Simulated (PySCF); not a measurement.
Species: C4H5NOSi.
Numbering: `[CH3:1][O:2][SiH2:3][C:4]#[C:5][C:6]#[N:7]` (hydrogens: H8, H9, H10 on C1; H11, H12 on Si3)

Theory: PySCF 2.14.0, PBE0-D3(BJ)/def2-SVP geometry optimisation, gas phase.

Task: Give the optimised bond lengths and angles.

Result: 
```tsv
bond	length (Å)	order
C1–O2	1.403	single
O2–Si3	1.653	single
Si3–C4	1.841	single
C4≡C5	1.221	triple
C5–C6	1.375	single
C6≡N7	1.163	triple
C1–H8, C1–H9, C1–H10	1.103	single
Si3–H11, Si3–H12	1.491	single
```

Bonds in one row agree within 0.01 Å and their mean is given. Orders are formal, as drawn. A selection of angles:
```tsv
angle	degrees
O2–C1–H8	111.9
O2–C1–H10	108.5
H8–C1–H9	108.3
C1–O2–Si3	125.0
O2–Si3–C4	106.1
O2–Si3–H11	112.0
C4–Si3–H11	108.3
H11–Si3–H12	109.9
Si3–C4–C5	178.5
C4–C5–C6	179.9
C5–C6–N7	179.9
```

Dihedral angles: C1–O2–Si3–C4 179° (antiperiplanar).

The 7 heavy atoms lie in one plane (0.007 Å rms). Si3 (oxygen-bound silicon) is tetrahedral (angles from 106.1° to 112.2°). O2 (silyl ether oxygen) is bent (angle 125.0°). The C–C distances run from 1.221 Å (C4≡C5, drawn triple) to 1.375 Å (C5–C6, drawn single), a spread of 0.154 Å.

No frequency check. The numbers are those of one conformer.

Hardware: Arm Neoverse V1, one thread, no GPU (shared host). Cost: 46 s, 0.52 GiB resident at most. That covers the optimisation of the geometry.
